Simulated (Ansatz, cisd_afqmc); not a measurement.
Species: CH₅B, charge 0, singlet. CH5B (SMILES BC).
B3LYP-D3(BJ)/def2-TZVP minimum from Ansatz (a quantum-chemistry and plane-wave program):
```
C
H 1 1.0911
H 1 1.0911 2 110.16
H 1 1.1043 2 105.74 3 -113.82
B 1 1.5512 2 115.05 4 -114.16
H 5 1.1943 1 120.91 2 -156.60
H 5 1.1943 6 118.10 1 176.57
```

Atomisation energy term by term, kcal/mol (programs: Ansatz, cisd_afqmc). UHF or UKS for unpaired electrons; spin-orbit terms are left out. Correlated methods leave the cores frozen. Rows without X2C or -DK are non-relativistic. The Monte Carlo rows (phaseless AFQMC, CISD trial, step 0.005/hartree) carry one-sigma bars that omit the constraint's bias. Outlying blocks are dropped, and bars are widened where a walk drifts. Over all cases where full CI ran beside it in this data, AFQMC minus full CI had a median of +0.1 mEh and passed +0.4 mEh in a tenth of the cases. CBS(X,Y): correlation extrapolated as X^-3, Hartree-Fock from the larger set (Q,5: extrapolated as (X+1)exp(-9√X)). A bracket is a step between two methods taken in the basis named. 'core' is core correlation in cc-pwCVTZ, 'X2C' scalar relativity in cc-pVTZ-DK, both at CCSD(T). Where a partner has so few electrons that a lower coupled-cluster level is exact, that level stands in.

```
term                               basis  kcal/mol
------------------  --------------------  --------
Hartree-Fock        CBS(cc-pVQZ,cc-pV5Z)    467.50
CCSD correlation    CBS(cc-pVQZ,cc-pV5Z)    113.92
(T)                 CBS(cc-pVQZ,cc-pV5Z)      4.73
CCSDT(Q) - CCSD(T)               cc-pVTZ      0.05
CCSDTQ - CCSDT(Q)                cc-pVDZ      0.00
core correlation               cc-pwCVTZ      2.28
scalar relativity        X2C, cc-pVTZ-DK     -0.26
sum: De                                      588.2
```

The step beyond CCSD(T) by other levels: CCSDTQ in cc-pVDZ 0.16; AFQMC/CISD in cc-pVDZ -0.11 ± 0.17; CCSDT(Q) in cc-pVDZ 0.16 kcal/mol.
